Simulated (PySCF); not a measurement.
C₇H₉Cl₂F.
Z-matrix (Å and degrees, PBE0-D3(BJ)/def2-SVP geometry), rows numbered from 1:
```
F 
C   1  1.3746
C   2  1.5241  1  105.77
Cl  3  1.7796  2  111.03  1   -55.99
Cl  3  1.7738  2  111.26  1   179.73
C   2  1.5403  1  113.05  3   127.55
C   6  1.5448  2   90.10  1   122.87
C   2  1.5240  1  114.49  3  -132.59
C   8  1.4948  2  123.16  1    15.85
C   8  1.4945  2  129.35  1    92.35
H   3  1.0978  2  109.80  1    61.20
H   6  1.0981  2  109.21  1     7.45
H   6  1.0985  2  116.14  1  -117.02
H   7  1.0995  6  113.20  2   108.22
H   7  1.0997  6  115.58  2  -124.69
H   9  1.0936  8  117.32 10   109.28
H   9  1.0932  8  116.57 10  -108.53
H  10  1.0935  8  116.10  9  -109.13
H  10  1.0916  8  118.25  9   108.39
```

Computed with PBE0-D3(BJ)/def2-SVP geometry optimisation, gas phase in PySCF 2.14.0.

Masses are those of the commonest isotopes; rigid-rotor values at the optimised geometry. The values belong to one conformer with, in the numbering `[F:1][C@@:2]1([CH:3]([Cl:4])[Cl:5])[CH2:6][CH2:7][C:8]12[CH2:9][CH2:10]2`, F1–C2–C3–Cl4 -56°.

**Question.** What are A, B and C (MHz)?

**Answer.** Ia = 411.68, Ib = 551.58, Ic = 637.42 u·Å²; 505379 MHz·u·Å²/I gives A = 1228, B = 916.2, C = 792.8 MHz.

**Question.** Classify the top.

**Answer.** An asymmetric top: κ = (2 × 916.2 − 1228 − 792.8)/(1228 − 792.8) = -0.43.

**Question.** What does the inertial defect say?

**Answer.** Not planar: Δ = Ic − Ia − Ib = -325.84 u·Å². For a rigid frame Δ = −2 Σ m c², so Σ m c² = 162.92 u·Å² lies off the ab plane: 22.98 from hydrogen and 139.94 from heavier atoms. The atom farthest from that plane is 2.65 Å away.

**Question.** Give the other two planar moments, Paa and Pbb, and the rms extents of the mass along the axes.

**Answer.** Paa = Σ m a² = (Ib + Ic − Ia)/2 = 388.66 and Pbb = Σ m b² = (Ia + Ic − Ib)/2 = 248.76 u·Å². With the mass M = 182.01 u, the rms extents √(P/M) along a, b and c are 1.46, 1.17, 0.95 Å.

**Question.** Give the coordinates in the principal-axis frame, origin at the centre of mass.

**Answer.** The sense of each axis is arbitrary; atoms in the order of the calculation.
| atom | mass (u) | a (Å) | b (Å) | c (Å) |
| --- | --- | --- | --- | --- |
| F1 | 18.998 | -0.556 | 1.157 | 1.566 |
| C2 | 12.000 | -0.460 | 0.044 | 0.765 |
| C3 | 12.000 | 1.032 | -0.190 | 0.558 |
| Cl4 | 34.969 | 1.818 | 1.256 | -0.119 |
| Cl5 | 34.969 | 1.324 | -1.612 | -0.461 |
| C6 | 12.000 | -1.256 | -1.158 | 1.305 |
| C7 | 12.000 | -2.052 | -1.229 | -0.017 |
| C8 | 12.000 | -1.373 | 0.064 | -0.455 |
| C9 | 12.000 | -2.037 | 1.305 | -0.959 |
| C10 | 12.000 | -1.092 | 0.548 | -1.841 |
| H11 | 1.008 | 1.516 | -0.379 | 1.525 |
| H12 | 1.008 | -1.855 | -0.837 | 2.167 |
| H13 | 1.008 | -0.668 | -2.046 | 1.575 |
| H14 | 1.008 | -1.781 | -2.093 | -0.640 |
| H15 | 1.008 | -3.146 | -1.183 | 0.084 |
| H16 | 1.008 | -3.110 | 1.252 | -1.165 |
| H17 | 1.008 | -1.695 | 2.251 | -0.532 |
| H18 | 1.008 | -1.509 | -0.053 | -2.654 |
| H19 | 1.008 | -0.112 | 0.982 | -2.048 |

**Question.** Predict some low-J microwave lines.

**Answer.** The dipole components are |μa| = 1.12 D, |μb| = 1.26 D, |μc| = 0.36 D. Intensities carry the squares of the components, which stand as 0.79 : 1.00 : 0.08 (a : b : c). Some lines, for components of 0.1 D or more:

```
type  branch         J(Ka,Kc)   MHz  lower level (cm⁻¹)
   c       Q  1(1,1) ← 1(0,1)   311               0.057
   a       Q  2(1,1) ← 2(1,2)   370               0.177
   b       Q  1(1,0) ← 1(0,1)   435               0.057
   b       Q  2(1,1) ← 2(0,2)   588               0.170
   c       Q  2(2,1) ← 2(1,1)   934               0.190
   b       Q  2(2,0) ← 2(1,1)   964               0.190
   b       Q  2(2,1) ← 2(1,2)  1304               0.177
   a       R  1(0,1) ← 0(0,0)  1709               0.000
   b       R  1(1,1) ← 0(0,0)  2020               0.000
   c       R  1(1,0) ← 0(0,0)  2144               0.000
   b       R  2(0,2) ← 1(1,1)  3077               0.067
   a       R  2(1,2) ← 1(1,1)  3295               0.067
   a       R  2(0,2) ← 1(0,1)  3388               0.057
   a       R  2(1,1) ← 1(1,0)  3542               0.072
   b       R  2(1,2) ← 1(0,1)  3606               0.057
   c       R  2(1,1) ← 1(0,1)  3976               0.057
   b       R  2(2,1) ← 1(1,0)  4476               0.072
   c       R  2(2,0) ← 1(1,0)  4506               0.072
   c       R  2(2,1) ← 1(1,1)  4599               0.067
   b       R  2(2,0) ← 1(1,1)  4629               0.067
```

Stationary, but not proved a minimum. These are rigid-rotor constants of the computed structure; measured ground-state constants (B0) also hold zero-point vibration. Quadrupole hyperfine structure (35Cl) is left out.
